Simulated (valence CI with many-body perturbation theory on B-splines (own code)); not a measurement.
Values are calculated unless marked as measured or tabulated.
## W23+: configurations and terms from energies and g

Method: relativistic CI+MBPT: five valence electrons over a frozen Dirac-Fock core [Kr] 4d10, a basis of 7 s, 7 p, 7 d, 7 f, 4 g, 2 h functions for each j, with the one-electron correlation potential Σ1, the two-electron term Σ2, the three-electron term Σ3, Breit, model QED; selected CI, second order for the rest, scaled by the run's own slope (own B-spline code, finite nucleus).

No measured spectrum was set against this ion. As an estimate, terms of the open shell hold to a few per cent of their energy, and close levels can change places. Among the levels kept, up to 1000 cm⁻¹ of a level comes from second order outside the variational space, and about a tenth of that is noise between levels of different J, which matters for small intervals. Only levels of the ground parity were solved; by the run's estimate the other parity begins above the list, which can be wrong where configurations are misplaced.

| No. | J | Parity | E (cm⁻¹) | g |
| --- | --- | --- | --- | --- |
| 1 | 5/2 | odd | 0.0 | 0.391 |
| 2 | 7/2 | odd | 9793 | 0.854 |
| 3 | 9/2 | odd | 18721 | 1.067 |
| 4 | 3/2 | odd | 23257 | 0.983 |
| 6 | 1/2 | odd | 24007 | -0.554 |
| 7 | 11/2 | odd | 26463 | 1.178 |
| 8 | 7/2 | odd | 31750 | 1.332 |
| 9 | 13/2 | odd | 33037 | 1.237 |
| 11 | 9/2 | odd | 40337 | 1.390 |
| 15 | 3/2 | odd | 53301 | 0.536 |
| 16 | 9/2 | odd | 57381 | 0.801 |

Energies count from the lowest level. Strongly mixed levels and levels close to another of their J and parity are left out, so the numbers can have gaps.

Question: Give configuration and LS term of each level.

Answer: 1: 4f5 6H°; 2: 4f5 6H°; 3: 4f5 6H°; 4: 4f5 6F°; 6: 4f5 6F°; 7: 4f5 6H°; 8: 4f5 6F°; 9: 4f5 6H°; 11: 4f5 6F°; 15: 4f5 4F°; 16: 4f5 4I°.
